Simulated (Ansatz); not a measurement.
The cluster Mg₇O₈. Total charge 0; singlet. Geometry r2SCAN-D4/def2-SVP; atoms count from 1.

Cartesian coordinates in Å:
```
Mg -3.3775 1.9946 -0.7980
Mg -4.0912 0.5909 -3.1736
Mg 2.6754 0.3457 2.9575
Mg 4.4360 -1.7317 2.1168
Mg -0.2272 0.7540 0.6972
Mg 1.7684 -1.0953 0.3569
Mg -1.3684 -0.2414 -1.5887
O 1.3114 0.3936 1.7215
O 0.5999 -0.1287 -1.0238
O -4.6809 1.9582 -2.0831
O 4.2371 -0.4721 3.4512
O -1.8035 1.2412 -0.2104
O -2.5941 -0.4162 -2.9655
O -0.2134 -1.1638 -0.1667
O 3.3281 -2.0289 0.7087
```

The structure holds one bond between oxygen atoms, so isomers without such links may lie far lower. The restricted singlet is unstable towards broken spin symmetry in Hartree–Fock (as tested in another run); at PBE0-D4/def2-TZVP this wasn't settled. The structure comes from a short search, and lower isomers may exist.

Q: Estimate the Mulliken populations from the PBE0/def2-TZVP orbitals of Ansatz.

A: 
```csv
atom,charge (e)
Mg1,0.86
Mg2,0.85
Mg3,0.86
Mg4,0.85
Mg5,1.12
Mg6,1.17
Mg7,1.17
O8,-1.02
O9,-0.58
O10,-0.91
O11,-0.91
O12,-1.02
O13,-0.93
O14,-0.58
O15,-0.93
```
Mulliken values depend strongly on the basis.

Q: And the Mayer bond orders between heavy atoms (over 0.3)?

A: Mg1–O10 1.01 (1.83 Å); Mg1–O12 0.90 (1.84 Å); Mg2–O10 0.91 (1.85 Å); Mg2–O13 1.05 (1.82 Å); Mg3–O8 0.90 (1.84 Å); Mg3–O11 1.01 (1.83 Å); Mg4–O11 0.91 (1.85 Å); Mg4–O15 1.05 (1.82 Å); Mg5–O8 0.60 (1.88 Å); Mg5–O12 0.60 (1.88 Å); Mg6–O15 0.79 (1.85 Å); Mg7–O13 0.79 (1.85 Å); O9–O14 0.77 (1.57 Å).
